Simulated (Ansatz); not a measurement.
Two members of one family (EnXn cage), computed with Ansatz in the gas phase. The two geometries come from different levels. Binding counts from free atoms in the multiplicity of their measured ground term, without zero-point energy. A dash marks a value that wasn't run or was left out as unsound. The structures are stationary points that may keep the symmetry of their start. Remarks come from the PBE and PBE0 runs and from stability tests at other levels; not every state was tested. HOMO above LUMO (over both spins in singlets and doublets, within one spin in higher multiplets; at PBE or PBE0), or a gap under 0.15 eV within one spin, warns that the state may not be the lowest or that an electron is smeared out.

First: Ge6Cl6 prismane (singlet, charge 0, PBE-D4/def2-SVP geometry).

```
atom    x (Å)    y (Å)    z (Å)
 Ge1   1.6883   0.2852  -0.9896
 Cl2   3.5334   0.5888  -2.1429
 Ge3  -0.8125   0.9531  -1.5322
 Cl4  -1.6723   1.9817  -3.2728
 Ge5  -0.1697  -1.5871  -1.1698
 Cl6  -0.3354  -3.3153  -2.5166
 Ge7  -0.6420  -1.3550   1.2904
 Cl8  -1.3557  -2.8155   2.7693
 Ge9   1.2177   0.5166   1.4718
Cl10   2.5206   1.0905   3.1455
Ge11  -1.2833   1.1835   0.9291
Cl12  -2.6891   2.4736   2.0177
```

```csv
level,HOMO (eV),LUMO (eV),gap (eV),vertical IE (eV),vertical triplet (eV),binding per atom (eV)
PBE-D4/def2-SVP,-6.20,-4.16,2.03,8.11,1.93,3.10
B3LYP-D4/6-31G,-7.38,-3.96,3.43,–,–,2.62
PBE0-D4/def2-SVP,-7.15,-3.65,3.51,8.48,2.20,2.96
```

Remarks: gap within one spin near zero at PBE or PBE0 (+1 doublet), gap within one spin near zero at PBE or PBE0 (triplet).

Second: Si6Cl6 prismane (singlet, charge 0, PBE0-D4/def2-SVP geometry).

```tsv
atom	x (Å)	y (Å)	z (Å)
Si1	0.555	-0.990	1.423
Cl2	1.137	-2.146	3.034
Si3	0.630	1.369	1.021
Cl4	1.297	2.956	2.165
Si5	1.755	-0.135	-0.465
Cl6	3.730	-0.299	-1.049
Si7	-0.205	-0.297	-1.784
Cl8	-0.379	-0.639	-3.815
Si9	-1.406	-1.153	0.105
Cl10	-2.974	-2.488	0.266
Si11	-1.330	1.207	-0.298
Cl12	-2.811	2.615	-0.603
```

Q: What does the change do? Estimate second minus first.

A: 
| level | Δ HOMO (eV) | Δ LUMO (eV) | Δ gap (eV) | Δ vertical IE (eV) | Δ vertical triplet (eV) | Δ binding per atom (eV) |
| --- | --- | --- | --- | --- | --- | --- |
| PBE-D4/def2-SVP | 0.19 | -0.16 | -0.35 | -0.07 | -0.38 | 0.38 |
| B3LYP-D4/6-31G | 0.01 | 0.17 | 0.15 | – | – | -0.03 |
| PBE0-D4/def2-SVP | 0.12 | -0.12 | -0.24 | -0.04 | -0.36 | 0.42 |

Remarks: gap within one spin near zero at PBE or PBE0 (+1 doublet), gap within one spin near zero at PBE or PBE0 (triplet).
